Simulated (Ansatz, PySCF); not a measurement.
Input for PySCF:
```python
from pyscf import gto, scf, dft

mol = gto.Mole()
mol.atom = '''
    N    -0.000000   -0.000000   -0.605473
    N     0.000000    0.000000    0.605473
'''
mol.basis = 'def2-svpd'
mol.charge = -1
mol.spin = 1
mol.verbose = 3
mol.build()

mf = dft.UKS(mol)
mf.xc = 'wb97x_v'
mf.grids.atom_grid = (99, 590)
mf.grids.prune = None
mf.kernel()
```

Q: Give the equivalent Ansatz (a program for electronic structure) input.

A: One answer among several that fit: 
Ansatz 0.2 input:
```yaml
crystal:
  periodic: [false, false, false]
  atoms:
    - {symbol: N, position_ang: [-0.00000000, -0.00000000, -0.60547328]}
    - {symbol: N, position_ang: [0.00000000, 0.00000000, 0.60547328]}
basis:
  gaussian:
    orbitals: def2-SVPD
hamiltonian:
  xc: {name: wB97X-V}
total_charge: -1
magnetization: {spin_polarized: true, initial_magnetization: 1}
accuracy: high
```

Both were run: PySCF gave -109.327500 Eh and Ansatz -109.327500 Eh, 0.000 mEh apart.
